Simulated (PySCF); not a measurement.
**BeI⁻: input and log**

State: ¹Σ⁺ (singlet), closed shell.

An equivalent input (the run itself took its basis sets from the Basis Set Exchange, started from a PBE0 density and held the occupation σ 7α 7β, πx 3α 3β, πy 3α 3β, δx 1α 1β, δy 1α 1β):

```python
from pyscf import gto, dft
mol = gto.M(atom='Be 0 0 0; I 0 0 2.568', basis={'Be': 'def2-SVPD', 'I': 'def2-SVPD'}, ecp={'I': 'def2-SVPD'},
            charge=-1, spin=0, verbose=4, symmetry='C2v')
mf = dft.UKS(mol, xc='PW91,PW91')
mf.grids.atom_grid = (80, 434)
mf.grids.prune = dft.gen_grid.treutler_prune
mf.irrep_nelec = {'A1': (8, 8), 'A2': (1, 1), 'B1': (3, 3), 'B2': (3, 3)}
mf.conv_tol = 1e-9
mf.max_cycle = 60
mf.diis_space = 10
mf.kernel()
```

The log (some set-up lines and the per-cycle HOMO/LUMO lines removed):

```
******** <class 'pyscf.dft.uks_symm.SymAdaptedUKS'> ********
method = SymAdaptedUKS
damping factor = 0
level_shift factor = 0
DIIS = <class 'pyscf.scf.diis.CDIIS'>
diis_start_cycle = 1
diis_space = 10
diis_damp = 0
SCF conv_tol = 1e-09
SCF conv_tol_grad = None
SCF max_cycles = 60
number electrons alpha = 15  beta = 15
Set gradient conv threshold to 3.16228e-05
init E= -312.551419427708
cycle= 1 E= -312.552359258684  delta_E= -0.00094  |g|= 0.0117  |ddm|= 0.165
cycle= 2 E= -312.552140836011  delta_E= 0.000218  |g|= 0.0186  |ddm|= 0.0566
cycle= 3 E= -312.552463784625  delta_E= -0.000323  |g|= 0.00164  |ddm|= 0.0394
cycle= 4 E= -312.552467369333  delta_E= -3.58e-06  |g|= 0.000196  |ddm|= 0.00732
cycle= 5 E= -312.55246744321  delta_E= -7.39e-08  |g|= 0.000102  |ddm|= 0.0015
cycle= 6 E= -312.552467451886  delta_E= -8.68e-09  |g|= 1.17e-05  |ddm|= 0.000217
cycle= 7 E= -312.552467452101  delta_E= -2.15e-10  |g|= 1.01e-06  |ddm|= 5.65e-05
Extra cycle  E= -312.5524674521  delta_E= 7.39e-13  |g|= 1.48e-06  |ddm|= 7.62e-06
converged SCF energy = -312.5524674521  <S^2> = -8.8817842e-15  2S+1 = 1
```

Repeating this along the bond gives Re = 2.560 Å and ωe = 281 cm⁻¹.

A point of this curve took 0.39 CPU seconds beside 0.11 for the integrals, on Arm Neoverse V1 (shared host).

Spin–orbit coupling is left out. The highest Kohn–Sham level is positive in this anion. Much of that is self-interaction error, but it also means that the finite basis helps to hold the extra electron.
